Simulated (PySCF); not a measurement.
Species: C6H7O2S (charge -1).
Bonds: C1–O2, O2–C3, C3–C4, C4–C5 (aromatic), C5–C6 (aromatic), C6–S7 (aromatic), S7–C8 (aromatic), C8–O9, C4–C8 (aromatic). Hydrogens: H10, H11, H12 on C1; H13, H14 on C3; H15 on C5; H16 on C6.

Computed geometry: GFN2-xTB, gas phase.

(1) List the bond lengths, angles and torsions at this level.

Answers

(1) 
```tsv
bond	length (pm)
C1–O2	140.0
O2–C3	143.9
C3–C4	149.2
C4–C5	141.4
C5–C6	135.1
C6–S7	174.5
S7–C8	185.3
C8–O9	123.0
C4–C8	138.9
C1–H10, C1–H11, C1–H12	109.5
C3–H13, C3–H14	109.9
C5–H15	108.1
C6–H16	107.4
```

Bonds in one row agree within 1 pm and their mean is given. A selection of angles:
```tsv
angle	degrees
O2–C1–H10	111.1
O2–C1–H12	107.0
H10–C1–H11	108.0
H10–C1–H12	109.7
C1–O2–C3	112.3
O2–C3–C4	115.0
O2–C3–H13	103.4
O2–C3–H14	108.5
C4–C3–H13	111.5
C4–C3–H14	108.8
H13–C3–H14	109.4
C3–C4–C5	124.0
C3–C4–C8	120.7
C5–C4–C8	115.3
C4–C5–C6	114.8
C4–C5–H15	122.0
C6–C5–H15	123.2
C5–C6–S7	111.9
C5–C6–H16	129.3
S7–C6–H16	118.8
C6–S7–C8	91.3
S7–C8–O9	120.6
C4–C8–S7	106.7
C4–C8–O9	132.6
```

Torsions: C1–O2–C3–C4 61° (synclinal); O2–C3–C4–C5 74° (synclinal). The mirror-image conformer, all signs reversed, is as good.

The C–O distances run from 1.230 Å (C8–O9, drawn single) to 1.439 Å (O2–C3, drawn single), a spread of 0.209 Å. Of the pairs four or more bonds apart, C4···H11 is among the closest relative to their van der Waals radii: 2.57 Å, 89 % of the sum of Bondi's values. C6 (aromatic CH next to a ring sulfur) is planar (angles 129.3°, 118.8° and 111.9°, sum 360.0°, 0.00 Å off the plane of its three neighbours). The C–C distances run from 1.351 Å (C5–C6, aromatic) to 1.492 Å (C3–C4, drawn single), a spread of 0.141 Å. C8 (aromatic carbon bearing oxygen) is planar (angles 132.6°, 120.6° and 106.7°, sum 360.0°, 0.01 Å off the plane of its three neighbours). C5 (aromatic CH carbon) is planar (angles 123.2°, 122.0° and 114.8°, sum 360.0°, 0.00 Å off the plane of its three neighbours). The 5-membered ring C4–C5–C6–S7–C8 has internal angles of 91.3° to 115.3° (sum 540°, against 540° for a flat polygon); it is planar, 0.00 Å rms from its mean plane, widest ring torsion 1°.

Point group: C1 (no symmetry element, even within 0.4 Å). Whether it is a minimum is left open (no frequencies).
